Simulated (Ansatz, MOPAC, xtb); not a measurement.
The molecule InO, multiplicity 2 (lowest of 2S+1 = 2, 4 at CCSD(T)/def2-TZVPP on PBE0 minima; our sources give no spin for the ground state, which may be another). No spin–orbit coupling.

The constants come from a fifth-degree fit in 1/R (seven points, main isotopes). Runs in def2 and cc sets follow the lowest solution found near the PBE0 minimum.

Run with Ansatz (Gaussian basis) for Hartree–Fock, density functionals and correlated methods; MOPAC for PM3, PM7 (differences of heats of formation); xtb for the GFN methods.  In def2 rows elements past Kr take small-core potentials, without spin–orbit coupling. The GFN methods have no spin term and hold the electronic entropy of 300 K.

```json
[
 {"level": "PM3", "r_e (Å)": "1.936", "ω_e (cm⁻¹)": "757", "B_e (cm⁻¹)": "0.320", "ω_e x_e (cm⁻¹)": "4.7", "dipole (D)": "-"},
 {"level": "PM7", "r_e (Å)": "1.995", "ω_e (cm⁻¹)": "567", "B_e (cm⁻¹)": "0.302", "ω_e x_e (cm⁻¹)": "1.5", "dipole (D)": "-"},
 {"level": "GFN1-xTB", "r_e (Å)": "1.956", "ω_e (cm⁻¹)": "501", "B_e (cm⁻¹)": "0.314", "ω_e x_e (cm⁻¹)": "2.3", "dipole (D)": "-"},
 {"level": "GFN2-xTB", "r_e (Å)": "1.847", "ω_e (cm⁻¹)": "537", "B_e (cm⁻¹)": "0.352", "ω_e x_e (cm⁻¹)": "3.8", "dipole (D)": "-"},
 {"level": "SVWN5/def2-TZVPP", "r_e (Å)": "1.880", "ω_e (cm⁻¹)": "674", "B_e (cm⁻¹)": "0.340", "ω_e x_e (cm⁻¹)": "4.5", "dipole (D)": "4.01"},
 {"level": "PBE/def2-TZVPP", "r_e (Å)": "1.921", "ω_e (cm⁻¹)": "609", "B_e (cm⁻¹)": "0.325", "ω_e x_e (cm⁻¹)": "4.6", "dipole (D)": "4.04"},
 {"level": "r2SCAN/def2-TZVPP", "r_e (Å)": "1.913", "ω_e (cm⁻¹)": "611", "B_e (cm⁻¹)": "0.328", "ω_e x_e (cm⁻¹)": "4.2", "dipole (D)": "3.98"},
 {"level": "B97M-V/def2-TZVPP", "r_e (Å)": "1.932", "ω_e (cm⁻¹)": "575", "B_e (cm⁻¹)": "0.322", "ω_e x_e (cm⁻¹)": "4.0", "dipole (D)": "3.96"},
 {"level": "B3LYP/def2-TZVPP", "r_e (Å)": "1.943", "ω_e (cm⁻¹)": "569", "B_e (cm⁻¹)": "0.318", "ω_e x_e (cm⁻¹)": "3.8", "dipole (D)": "4.14"},
 {"level": "PBE0/def2-TZVPP", "r_e (Å)": "1.924", "ω_e (cm⁻¹)": "588", "B_e (cm⁻¹)": "0.324", "ω_e x_e (cm⁻¹)": "3.9", "dipole (D)": "4.12"},
 {"level": "CAM-B3LYP/def2-TZVPP", "r_e (Å)": "1.934", "ω_e (cm⁻¹)": "574", "B_e (cm⁻¹)": "0.321", "ω_e x_e (cm⁻¹)": "3.4", "dipole (D)": "4.12"},
 {"level": "wB97X-V/def2-TZVPP", "r_e (Å)": "1.933", "ω_e (cm⁻¹)": "571", "B_e (cm⁻¹)": "0.321", "ω_e x_e (cm⁻¹)": "3.1", "dipole (D)": "4.11"},
 {"level": "wB97M-V/def2-TZVPP", "r_e (Å)": "1.935", "ω_e (cm⁻¹)": "564", "B_e (cm⁻¹)": "0.321", "ω_e x_e (cm⁻¹)": "3.1", "dipole (D)": "4.11"},
 {"level": "CCSD/def2-TZVPP", "r_e (Å)": "1.934", "ω_e (cm⁻¹)": "592", "B_e (cm⁻¹)": "0.321", "ω_e x_e (cm⁻¹)": "3.5", "dipole (D)": "-"},
 {"level": "CCSD/def2-QZVPP", "r_e (Å)": "1.928", "ω_e (cm⁻¹)": "594", "B_e (cm⁻¹)": "0.323", "ω_e x_e (cm⁻¹)": "3.8", "dipole (D)": "-"},
 {"level": "CCSD(T)/def2-TZVPP", "r_e (Å)": "1.927", "ω_e (cm⁻¹)": "604", "B_e (cm⁻¹)": "0.323", "ω_e x_e (cm⁻¹)": "3.8", "dipole (D)": "-"},
 {"level": "CCSD(T)/def2-QZVPP", "r_e (Å)": "1.921", "ω_e (cm⁻¹)": "608", "B_e (cm⁻¹)": "0.325", "ω_e x_e (cm⁻¹)": "4.2", "dipole (D)": "-"},
 {"level": "CCSD(T)/CBS(def2-TZVPP, def2-QZVPP)", "r_e (Å)": "1.917", "ω_e (cm⁻¹)": "613", "B_e (cm⁻¹)": "0.327", "ω_e x_e (cm⁻¹)": "4.4", "dipole (D)": "-"}
]
```

Correlated levels freeze the inner cores; with def2 sets outer-core shells near the valence are correlated too. CBS(a, b) extrapolates the correlation energy as X⁻³ and adds the Hartree–Fock energy of set b. The state reached by PM3, PM7 isn't checked; PM7 holds dispersion and hydrogen-bond terms.

Doubts at one or more of the structures used: T1 above 0.05 (CCSD/def2-TZVPP, CCSD(T)/def2-TZVPP, CCSD(T)/CBS(def2-TZVPP, def2-QZVPP)).

Ansatz is a first-principles code.
